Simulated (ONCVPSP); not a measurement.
O ONCV: all-electron and pseudo phase curves

```json
{
 "Element": "oxygen (O)",
 "Generator": "ONCVPSP 4.0.1",
 "Type": "optimised norm-conserving Vanderbilt (ONCV)",
 "Functional": "LDA (Perdew-Zunger)",
 "Relativity": "scalar-relativistic",
 "Frozen core": "[He]",
 "Valence charge": "6",
 "Reference configuration": "2s2 2p2.5 (charge +1.5)",
 "Partial waves": "2s: rc 0.95 bohr, ncon 4, nbas 8, qcut 8.5 1/bohr, 2 projectors, debl 2.8 Ha; 2p: rc 1.10 bohr, ncon 4, nbas 8, qcut 11.9 1/bohr, 2 projectors, debl 1.6 Ha",
 "Local potential": "polynomial inside 0.70 bohr (lpopt 5, dvloc0 2 Ha)",
 "Core correction": "none"
}
```

The phase is arctan(r·R′/R) of the radial function R(r), unwrapped; energies in Ha, scanned from -3 to 5 Ha. A pole is an energy at which the radial function vanishes at the test radius. The pseudo phase is shifted by a multiple of π to meet the all-electron one at the reference energy, and phase errors are pseudo minus all-electron; the curves can meet again beyond the range given. Levels narrower than the energy grid can be missing from the lists of poles.

```tsv
channel	radius (bohr)	reference energy (Ha)	poles, all-electron	poles, pseudo	unbroken range about the reference energy with phases within 0.05 rad	phase error 1 Ha above the reference energy (rad)
s	0.96	-1.78	3.25	3.24	the whole range	-0.000
p	1.12	-1.23	0.76	0.76	the whole range	-0.000
```

Phases in the s channel:

```
E (Ha)  all-electron  pseudo
 -2.98        -0.374  -0.374
 -2.76        -0.499  -0.499
 -2.54        -0.615  -0.615
 -2.32        -0.719  -0.719
 -2.10        -0.813  -0.813
 -1.88        -0.896  -0.896
 -1.66        -0.969  -0.969
 -1.44        -1.033  -1.033
 -1.22        -1.090  -1.090
 -1.00        -1.140  -1.140
 -0.78        -1.184  -1.184
 -0.56        -1.224  -1.224
 -0.34        -1.260  -1.260
 -0.12        -1.292  -1.292
  0.10        -1.321  -1.321
  0.32        -1.348  -1.348
  0.54        -1.372  -1.372
  0.76        -1.394  -1.394
  0.98        -1.415  -1.415
  1.20        -1.434  -1.434
  1.42        -1.452  -1.452
  1.64        -1.469  -1.469
  1.86        -1.485  -1.485
  2.08        -1.500  -1.500
  2.30        -1.515  -1.515
  2.52        -1.529  -1.529
  2.74        -1.542  -1.542
  2.96        -1.555  -1.555
  3.18        -1.567  -1.567
  3.40        -1.579  -1.579
  3.62        -1.591  -1.591
  3.84        -1.603  -1.603
  4.06        -1.614  -1.614
  4.28        -1.625  -1.625
  4.50        -1.636  -1.637
  4.72        -1.648  -1.648
  4.94        -1.659  -1.659
```
